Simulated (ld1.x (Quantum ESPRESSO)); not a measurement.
# Pseudopotential generation for silver: ultrasoft, PBE, scalar-relativistic.

The input file (ld1.x (Quantum ESPRESSO) 7.5):

```
&input
   title='Ag', zed=47., rel=1, dft='PBE', iswitch=3,
   config='[Kr] 4d10 5s0.75 5p0',
   nld=3, rlderiv=2.05, eminld=-9.0, emaxld=5.0, deld=0.04
 /
 &inputp
   pseudotype=3, tm=.true., lloc=-1, rcloc=1.45,
   nlcc=.true., new_core_ps=.true.,
   which_augfun='PSQ', rmatch_augfun=1.35,
   file_pseudopw='Ag.UPF', file_wfcaegen='ae.wfc', file_wfcncgen='nc.wfc', file_beta='beta', file_chi='chi', file_wfcusgen='us.wfc'
 /
6
4S  1  0   2.00   0.00  1.40  1.75  0.0
5S  2  0   0.75   0.00  1.40  1.75  0.0
4P  2  1   6.00   0.00  1.40  1.55  0.0
5P  3  1   0.00   0.00  1.40  1.55  0.0
4D  3  2  10.00   0.00  1.70  1.90  0.0
4D  3  2   0.00   0.50  1.70  1.90  0.0
 &test
   configts(1)='4s2 4p6 4d10 5s0.75 5p0'
 /
```

Command:

```bash
ld1.x < Ag.in > Ag.out
```

The program printed (shortened: banner, matrices, multipoles, cross overlaps and the repeated all-electron block are left out):

```
Program LD1 v.7.5
     --------------------------- All-electron run ----------------------------

     Ag
     scalar relativistic calculation

     atomic number is 47.00
     dft =PBE   lsd =0 sic =0 latt =0  beta=0.20 tr2=1.0E-14
     Exchange-correlation= PBE
                           (   1   4   3   4   0   0   0)
     mesh =1237 r(mesh) =  99.46963 a.u. xmin = -7.00 dx = 0.01250
     1 Ry =  13.60569312 eV, c = 137.03599908

     n l     nl                  e(Ry)          e(Ha)          e(eV)
     1 0     1S 1( 2.00)     -1861.8935      -930.9468    -25332.3517
     2 0     2S 1( 2.00)      -274.2536      -137.1268     -3731.4102
     2 1     2P 1( 6.00)      -246.0071      -123.0035     -3347.0971
     3 0     3S 1( 2.00)       -50.3911       -25.1956      -685.6064
     3 1     3P 1( 6.00)       -41.1138       -20.5569      -559.3822
     4 0     4S 1( 2.00)        -7.1268        -3.5634       -96.9646
     4 1     4P 1( 6.00)        -4.4458        -2.2229       -60.4883
     3 2     3D 1(10.00)       -26.4863       -13.2432      -360.3647
     4 2     4D 1(10.00)        -0.6877        -0.3439        -9.3571
     5 0     5S 1( 0.75)        -0.4426        -0.2213        -6.0222
     5 1     5P 1( 0.00)        -0.1457        -0.0728        -1.9821

     final scf error:  7.7E-15 reached in  30 iterations

     Etot =  -10631.979892 Ry,   -5315.989946 Ha, -144655.455703 eV

     Ekin =   11045.584737 Ry,    5522.792368 Ha,  150282.836292 eV
     Encl =  -25693.389277 Ry,  -12846.694639 Ha, -349576.369794 eV
     Eh   =    4313.918324 Ry,    2156.959162 Ha,   58693.848879 eV
     Exc  =    -298.093676 Ry,    -149.046838 Ha,   -4055.771079 eV

     normalization and overlap integrals

     s(1S/1S) =  1.000000  <r> =   0.0311  <r2> =    0.0013  r(max) =   0.0202
     s(2S/2S) =  1.000000  <r> =   0.1349  <r2> =    0.0215  r(max) =   0.1136
     s(2P/2P) =  1.000000  <r> =   0.1177  <r2> =    0.0169  r(max) =   0.0907
     s(3S/3S) =  1.000000  <r> =   0.3685  <r2> =    0.1554  r(max) =   0.3328
     s(3P/3P) =  1.000000  <r> =   0.3676  <r2> =    0.1569  r(max) =   0.3246
     s(4S/4S) =  1.000000  <r> =   0.9122  <r2> =    0.9434  r(max) =   0.8186
     s(4P/4P) =  1.000000  <r> =   1.0012  <r2> =    1.1503  r(max) =   0.8824
     s(3D/3D) =  1.000000  <r> =   0.3458  <r2> =    0.1425  r(max) =   0.2725
     s(4D/4D) =  1.000000  <r> =   1.4105  <r2> =    2.4701  r(max) =   1.0381
     s(5S/5S) =  1.000000  <r> =   3.0648  <r2> =   10.8917  r(max) =   2.4592
     s(5P/5P) =  1.000000  <r> =   4.6382  <r2> =   25.5609  r(max) =   3.5337

     ------------------------ End of All-electron run ------------------------

     --------------------- Generating US pseudopotential ---------------------

      Generating local potential from pseudized AE potential:
      Matching radius rcloc =   1.4500

      Local pseudo, rcloc= 1.455 Estimated cut-off energy=    11.95 Ry

      Computing core charge for nlcc:

       r > 0.59 : true rho core
      Core charge pseudized with two Bessel functions
      Integrated core pseudo-charge :  17.24
      Wfc-us  4S rcutus= 1.733  Estimated cut-off energy=    19.07 Ry
      Wfc-us  5S rcutus= 1.733  Estimated cut-off energy=    38.85 Ry
      Wfc-us  4P rcutus= 1.568  Estimated cut-off energy=    34.60 Ry
      Wfc-us  5P rcutus= 1.568  Estimated cut-off energy=    63.44 Ry
      Wfc-us  4D rcutus= 1.915  Estimated cut-off energy=    31.97 Ry
      Wfc-us  4D rcutus= 1.915  Estimated cut-off energy=    49.09 Ry

     Q pseudized with Bessel functions
     Expected ecutrho=     254.5238 due to l1=  2   l2=  2

     ------------------- End of pseudopotential generation -------------------

     Computing logarithmic derivative in   2.05160
     Computing logarithmic derivative in   2.05160
     Computing the partial wave expansion
     R is outside the sphere for l=    0 j= 0.00
     R is outside the sphere for l=    0 j= 0.00
     R is outside the sphere for l=    1 j= 0.00
     R is outside the sphere for l=    1 j= 0.00
     R is outside the sphere for l=    2 j= 0.00
     R is outside the sphere for l=    2 j= 0.00

     ---------------------- Testing the pseudopotential ----------------------

     Ag
     scalar relativistic calculation

     atomic number is 47.00   valence charge is 19.00
     dft =PBE   lsd =0 sic =0 latt =0  beta=0.20 tr2=1.0E-14
     mesh =1237 r(mesh) =  99.46963 xmin = -7.00 dx = 0.01250

     n l     nl             e AE (Ry)        e PS (Ry)    De AE-PS (Ry)
     1 0     4S   1( 2.00)       -7.12677       -7.12674       -0.00002
     2 1     4P   1( 6.00)       -4.44581       -4.44579       -0.00002
     3 2     4D   1(10.00)       -0.68774       -0.68773       -0.00001
     2 0     5S   1( 0.75)       -0.44262       -0.44262       -0.00000
     3 1     5P   1( 0.00)       -0.14568       -0.14568       -0.00000

     eps = 2.2E-17  iter =  6

     Etot =  -10631.979892 Ry,   -5315.989946 Ha, -144655.455703 eV
     Etotps =  -378.369014 Ry,    -189.184507 Ha,   -5147.972689 eV

     Ekin =      70.194254 Ry,      35.097127 Ha,     955.041484 eV
     Encl =    -624.597808 Ry,    -312.298904 Ha,   -8498.086099 eV
     Ehrt =     254.891970 Ry,     127.445985 Ha,    3467.981928 eV
     Ecxc =    -115.363016 Ry,     -57.681508 Ha,   -1569.593787 eV
     (Ecc =     -82.655858 Ry,     -41.327929 Ha,   -1124.590238 eV)
     Epseu=      36.505585 Ry,      18.252792 Ha,     496.683785 eV

     ---------------------- End of pseudopotential test ----------------------
```

The ghost test of this file was not conclusive. Its overlap operator is not positive definite in a basis up to 400 Ry (lowest eigenvalue p -0.34), so the file is unfit for use: the generalised eigenproblem breaks down once the basis is large enough, and its test numbers describe a broken file.

Generation and configuration tests took about 1.2 s on one core of a shared server CPU.
